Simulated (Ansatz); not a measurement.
Ideal-gas functions of CCl₂GeN (`N#[C][Ge]([Cl])[Cl]`) radical at 298.15 K and 1 bar, from an Ansatz frequency run at PBE0-D4/def2-TZVP.

Molar mass 169.53 g/mol, point group Cs (symmetry number 1), electronic degeneracy 2, moments of inertia 243.95, 248.13, 440.225 u Å². Harmonic wavenumbers (cm⁻¹, unscaled): 92, 114, 140, 314, 317, 409, 447, 485, 2310.

Use S(trans) = R[1.5 ln M + 2.5 ln T − 1.1517]; rotational temperatures θ = 24.2544 K / I; S(rot) = R[ln(√π/σ · √(T³/θAθBθC)) + 1.5]; for each mode x = 1.438777 ν̃/T, S = R[x/(eˣ − 1) − ln(1 − e⁻ˣ)] and H = RT x/(eˣ − 1); 1 cm⁻¹ = 0.0119627 kJ/mol; R = 8.31446 J/(mol·K).

Question: By hand: the entropy, in J/(mol·K).

Answer: Translation 172.9. Rotation: θ = 0.0994, 0.0977, 0.0551 K, giving 119.6. Vibration, mode by mode: 15.13, 13.39, 11.73, 5.61, 5.55, 3.89, 3.37, 2.92, 0.00, in all 61.6. Electronic 5.8. Sum 359.9 J/(mol·K).

Question: By hand: H − E and G − E in kJ/mol, counted from the electronic energy.

Answer: Zero-point energy ½ × 4628 × 0.0119627 = 27.7; thermal vibration 9.8; translation, rotation and pV give 4 RT = 9.9. H − E = 47.4 kJ/mol, and G − E = 47.4 − 298.15 × 359.9/1000 = -59.9 kJ/mol.

Vibration gives 17 % of the entropy, 40.3 J/(mol·K) of it from the modes under 150 cm⁻¹: soft modes count most, and the harmonic formula is weakest for them.
